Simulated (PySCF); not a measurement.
Dipole response of Pb²⁺ (lead, charge +2)

[Xe] 4f14 5d10 6s2, closed-shell 1S. All numbers are calculated (PySCF 2.14, the spin-free X2C one-electron Hamiltonian (Gaussian nucleus), in aug-cc-pVQZ-DK3 (10s9p7d4f2g, 118 functions)). Coupled (time-dependent) response in atomic units; α is the mean over directions.

```json
{"method": "M06", "mean α (bohr³)": "13.96", "C₆ (like pair)": "90.61", "S(−4)": "60.54"}
```

S(−4) is the Cauchy moment in α(ω) = α(0) + S(−4) ω² + …

α(iu) at M06:

| u (hartree) | α(iu) (bohr³) |
| --- | --- |
| 0 | 13.96 |
| 0.0500 | 13.81 |
| 0.100 | 13.39 |
| 0.200 | 12.00 |
| 0.300 | 10.39 |
| 0.500 | 7.696 |
| 0.750 | 5.603 |
| 1.00 | 4.339 |
| 1.50 | 2.898 |
| 2.00 | 2.090 |
| 3.00 | 1.224 |
| 5.00 | 0.5493 |

For an ion, C₆ is the dispersion term alone; charge-induced terms of lower order in 1/R come first.

Spin-orbit coupling, which splits the p, d and f shells strongly at this Z, is absent.
